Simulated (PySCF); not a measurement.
P (SMILES [P]), quartet. Base run: PySCF with BLYP/6-311G**.

Geometry (Å):
```xyz
1

P      0.0000     0.0000     0.0000
```
Charge 0, spin multiplicity 4.
Orbitals are unrestricted.
All else is at PySCF's defaults.
Base energy -341.26512 Eh.

Each row names what was changed in the base input (with any setting that the change needs).

| change | ΔE vs base (µEh) | grid points | electrons on the grid |
|---|---|---|---|
| base | 0.0 | 19184 | 15.00000 |
| grids.radi_method = gauss_chebyshev | 0.0 | 18560 | 15.00000 |
| grids.becke_scheme = stratmann | 0.0 | 19184 | 15.00000 |
| grids.prune = dft.gen_grid.treutler_prune | 0.0 | 18424 | 15.00000 |
| grids.atom_grid = (30, 110) | -985 | 2464 | 15.00011 |
| grids.atom_grid = (50, 194) | -1.1 | 6416 | 15.00000 |
| grids.level = 7 | 0.0 | 87160 | 15.00000 |
| grids.level = 2 | 0.4 | 11928 | 15.00000 |
| grids.prune = off | 0.0 | 34720 | 15.00000 |
| grids.level = 1 | -1.1 | 6416 | 15.00000 |
| grids.prune = dft.gen_grid.sg1_prune | 0.0 | 6408 | 15.00000 |

Open shells are given as the SCF converged; they aren't shown to be the lowest states, and a large step between rows can be another state.
